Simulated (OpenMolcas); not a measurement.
# Ionisation energies of tungsten

- Program: OpenMolcas
- Basis: ANO-R3 [9s7p6d4f3g2h]
- Scalar Hamiltonian: X2C, finite nucleus
- Spin-orbit coupling: state interaction with AMFI integrals over the reference wave functions, term energies averaged over their components

Active shells in each charge state: the valence d shell, with orbitals averaged over the low states. Where CASPT2's correlated closed shells are named, they are those of the first ion.

A. CASSCF
B. SS-CASPT2, IPEA 0.25 Eh, imaginary shift 0.1 Eh (closed shells correlated: 5s 5p)
C. SS-CASPT2, IPEA 0.25 Eh, imaginary shift 0.1 Eh (closed shells correlated: 4f 5s 5p)
D. SS-CASPT2, IPEA 0.25 Eh, imaginary shift 0.1 Eh (closed shells correlated: none)
E. SS-CASPT2, IPEA 0 Eh, imaginary shift 0.1 Eh (closed shells correlated: 5s 5p)

Energies in eV between the lowest computed levels, named as in B; reference values from the NIST Atomic Spectra Database with their kind.

| From | To | A | B | C | D | E | Spin-orbit share in B | Reference |
| --- | --- | --- | --- | --- | --- | --- | --- | --- |
| W2+ 5d4 5D0 | W3+ 5d3 4F 3/2 | 24.558 | 25.467 | 25.761 | 25.055 | 25.546 | -0.235 | 26.000 (semi-empirical) |
| W3+ 5d3 4F 3/2 | W4+ 5d2 3F2 | 36.675 | 37.427 | 37.792 | 36.934 | 37.492 | -0.291 | 38.200 (semi-empirical) |
| W4+ 5d2 3F2 | W5+ 5d 2D 3/2 | 50.332 | 51.126 | 51.565 | 50.495 | 51.193 | +0.343 | 51.600 (semi-empirical) |
| W5+ 5d 2D 3/2 | W6+ 5p6 1S0 | 63.639 | 64.374 | 64.877 | 63.639 | 64.426 | +0.650 | 64.770 (semi-empirical) |

The lowest level within the active space need not be the ion's true ground level.
